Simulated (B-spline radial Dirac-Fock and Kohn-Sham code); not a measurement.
# Dipole and non-dipole photoemission parameters of S³⁺ 3p1/2

System: S³⁺, [Ne] 3s2 3p1; threshold 45.20 eV (orbital energy of the model). The computed values come from a radial B-spline solver: Dirac-Hartree-Slater photoionisation with a Latter tail; cross sections with all multipoles, angular parameters from the dipole term and its interference with E2.

Input of the calculation (task.json; shells as n, l, electrons):

```json
{"items": [{
  "Z": 16,
  "q": 3,
  "cfg": [[1, 0, 2], [2, 0, 2], [2, 1, 6], [3, 0, 2], [3, 1, 1]],
  "A": 32,
  "rrms": 3.2611,
  "do": "xps",
  "hv": [60, 77.1, 80, 80.9, 81.3, 92.1, 119.0, 145.0, 230.0, 276.0, 281.0, 400, 600, 636.0, 906.0, 1030.0, 1340.0, 1450.0, 1810.0, 1870.0, 2000, 2490.0, 2890.0, 3330.0, 4360.0, 4420.0, 5414.7, 9251.7, 12000, 14000.0]
}]}
```

Command: `python xray2_run.py task.json out`

For linearly polarised light dσ/dΩ = σ/(4π) [1 + β P₂(cos θ) + (δ + γ cos²θ) sin θ cos φ], with θ from the polarisation vector and φ the angle between the beam and the projection of the electron momentum on the plane normal to the polarisation.

```tsv
hν (eV)	σ (kb)	β	γ	δ
60	108	0.905	0.030	-0.004
77.1	91.2	1.260	-0.007	-0.002
80	88.2	1.296	-0.010	-0.002
80.9	87.3	1.306	-0.011	-0.001
81.3	86.9	1.310	-0.012	-0.001
92.1	76.6	1.408	-0.018	0.000
119	54.6	1.537	-0.014	0.002
145	39.9	1.595	0.000	0.004
230	16.4	1.632	0.062	0.007
276	?	?	?	?
281	10.6	1.616	0.102	0.008
400	4.69	1.556	0.179	0.012
600	1.72	1.453	0.284	0.018
636	1.48	1.435	0.301	0.019
906	0.567	1.317	0.414	0.028
1030	0.394	1.268	0.456	0.033
1340	0.181	1.159	0.540	0.046
1450	0.142	1.124	0.564	0.050
1810	0.0717	1.025	0.630	0.065
1870	0.0648	1.011	0.639	0.067
2000	0.0524	0.980	0.658	0.072
2490	0.0260	0.880	0.722	0.091
2890	0.0159	0.813	0.767	0.105
3330	0.00992	0.750	0.808	0.121
4360	0.00395	0.634	0.882	0.156
4420	0.00376	0.629	0.885	0.158
5414.7	0.00185	0.549	0.937	0.188
9251.7	0.000266	0.372	1.086	0.287
12000	0.000101	0.301	1.174	0.345
14000	5.65e-05	0.261	1.229	0.383
```

Problem. Give the values at 276 eV.

Solution. σ = 11.0 kb, β = 1.618, γ = 0.098, δ = 0.008.
